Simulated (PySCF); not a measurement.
How the method changes the constants of NaCd⁺

State: ¹Σ⁺ (singlet), closed shell. Set-up: basis Na def2-SVP, Cd def2-SVP with ECP28; scalar-relativistic core potentials; PySCF 2.14. De refers to Na⁺ + Cd in their ground configurations, without counterpoise correction. A positive dipole points towards Cd; it is taken about the centre of mass and depends on that origin.

```
      Level  Re (Å)  ωe (cm⁻¹)  De (eV)  μ (D)  CPU s a point (SCF and correlation, without the integrals)
    RHF-MP2   3.176        116    0.390    n/a                                                       0.063
RHF-SCS-MP2   3.191        115    0.388    n/a                                                         n/a
   RHF-CCSD   3.199        115    0.394    n/a                                                         n/a
RHF-CCSD(T)   3.197        115    0.391    n/a                                                         2.7
        PBE   3.126        115    0.458  -9.03                                                        0.41
     r²SCAN   3.146        113    0.417  -9.26                                                         0.6
      B3LYP   3.138        113    0.436  -9.09                                                        0.44
       PBE0   3.142        115    0.446  -9.01                                                        0.74
       MN15   3.213        105    0.378  -9.71                                                         0.6
    LC-ωPBE   3.130        117    0.438  -8.92                                                        0.46
     B2PLYP   3.148        115    0.427  -8.94                                                        0.35
```

The bond length runs from 3.126 Å (PBE) to 3.213 Å (MN15). De spans 0.38 eV (MN15, hybrid meta-GGA) to 0.46 eV (PBE, GGA).

Correlated steps freeze 1 core orbital. Closed-shell solutions of metal pairs were not tested for spin polarisation, which can lower them a little. Correlated levels converge slowly with the basis: in double zeta they bind strong bonds too weakly, by up to about 1 eV, and carry superposition errors of some tenths. For an ion De counts to the pair picked by the measured ionisation energies or electron affinities, which need not be the lowest pair at this level. B2PLYP dipoles, levels and charges come from its SCF part alone.

The whole job (state search and all levels along the bond) took about 1.3 min on 1 thread of Arm Neoverse V2 (shared host), peak memory 0.51 GiB.
